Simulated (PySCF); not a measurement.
# First hyperpolarisability: 3-methylthioanisole, C8H10S

Geometry (Å), atoms numbered from 1 in this order:
```xyz
19

C     3.6385   -0.6111   -0.5020
S     2.1756   -1.5936   -0.1493
C     0.8800   -0.3987   -0.1152
C     1.0577    0.9745   -0.3051
C    -0.0488    1.8236   -0.2568
C    -1.3239    1.3251   -0.0213
C    -1.5190   -0.0508    0.1736
C    -2.8921   -0.5950    0.4435
C    -0.4118   -0.8954    0.1223
H     3.8424    0.1208    0.2934
H     3.5630   -0.0998   -1.4729
H     4.4726   -1.3246   -0.5446
H     2.0466    1.3936   -0.4918
H     0.0960    2.8963   -0.4084
H    -2.1800    2.0039    0.0118
H    -3.6162   -0.2400   -0.3060
H    -2.9021   -1.6937    0.4326
H    -3.2600   -0.2661    1.4290
H    -0.5500   -1.9707    0.2684
```

The calculation used PySCF 2.14.0, quadratic response CAM-B3LYP/aug-cc-pVDZ first hyperpolarisability, Taylor convention, gas phase. Geometry: PBE0-D3(BJ)/def2-SVP.

**Question.** What is the first hyperpolarisability, and how does it disperse?

**Answer.** In au, Taylor convention; the vector part is βᵢ = ⅓ Σⱼ (βᵢⱼⱼ + βⱼᵢⱼ + βⱼⱼᵢ); β∥ is 3/5 of the vector part along the dipole, the dipole points from − to +:
```csv
process,λ (nm),β vector norm,β∥,β HRS,depolarisation ratio
"static β(0;0,0)",∞,330.0,-74.2,158.3,3.42
"second harmonic β(−2ω;ω,ω)",1907,365.6,-81.6,173.8,3.50
"Pockels β(−ω;ω,0)",1907,341.3,-76.5,–,–
"second harmonic β(−2ω;ω,ω)",1064,466.6,-102.1,217.3,3.69
"Pockels β(−ω;ω,0)",1064,368.3,-82.1,–,–
```

**Question.** Which lowest excitations, dipole and polarisabilities go with it?

**Answer.** S1 4.90 eV (f = 0.015); S2 5.13 eV (f = 0.002); S3 5.21 eV (f = 0.217); dipole 1.06 D; isotropic α 119.7 au static, 120.2 au at 1907 nm, 121.4 au at 1064 nm, 121.8 au at 953.5 nm, 126.9 au at 532 nm.
